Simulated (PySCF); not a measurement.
**Fractional electron number in Ta⁻ (tantalum, charge -1)**

The 5d alpha orbital of [Xe] 4f14 5d4 6s2 is emptied in steps (occupation f), with all orbitals relaxed, ending at [Xe] 4f14 5d3 6s2. Computed with PySCF 2.14 in def2-TZVPPD with the def2 core potential (60 electrons), with scalar relativity through the core potential. The exact energy is a straight line in f; departures are measured from the line between the end points of the same method.

```csv
f,BHandHLYP (eV),wB97X (eV),HSE06 (eV)
1,0.000,0.000,0.000
0.8,-0.151,0.028,-0.397
0.6,-0.230,0.039,-0.599
0.4,-0.234,0.036,-0.602
0.2,-0.159,0.021,-0.404
0,0.000,0.000,0.000
```

```tsv
method	E(f=0) − E(f=1) (eV)	−ε at f=1 (eV)	−ε at f=0.4 (eV)
BHandHLYP	-0.302	-1.225	-0.128
wB97X	-0.268	-0.086	-0.315
HSE06	0.219	-2.250	0.703
```

Orbital energy along the path (eV):

```csv
f,BHandHLYP,wB97X,HSE06
1,1.225,0.086,2.250
0.8,0.880,0.172,1.281
0.6,0.514,0.249,0.298
0.4,0.128,0.315,-0.703
0.2,-0.280,0.362,-1.722
0,-0.708,0.374,-2.751
```

At f = 1 the orbital energy is positive for BHandHLYP, wB97X, HSE06: only the finite basis holds the electron.

Reference removal energy between the ground levels: 0.329 eV (measured; photodetachment measurements, as compiled on the Wikipedia data page of electron affinities). The calculation has no spin-orbit coupling. The determinant left behind need not be the lowest term of the ion.
